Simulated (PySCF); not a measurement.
C₂H₇Si, SMILES [CH2][SiH2]C, multiplicity 2.

Geometry: r2SCAN-D4/def2-SVP. The isomer is the one that the SMILES or the coordinates give; other isomers of the formula were not compared.

Calculation: PySCF with PBE0/def2-TZVPD.

```json
{
 "total_energy": "-369.67633 hartree",
 "α spin, highest occupied and lowest empty level": "-6.85 and 0.34 eV",
 "β spin, highest occupied and lowest empty level": "-8.98 and -2.20 eV",
 "dipole_moment": "0.75 D",
 "quadrupole, principal values (traceless, Buckingham form, about the centre of nuclear charge)": "-2.03, -0.16, 2.19 D·Å",
 "mean_static_polarisability": "55.0 bohr³ (8.14 Å³)",
 "polarisability_principal_values": "48.9, 54.9, 61.1 bohr³",
 "⟨S²⟩": "0.755 (pure state 0.75)"
}
```
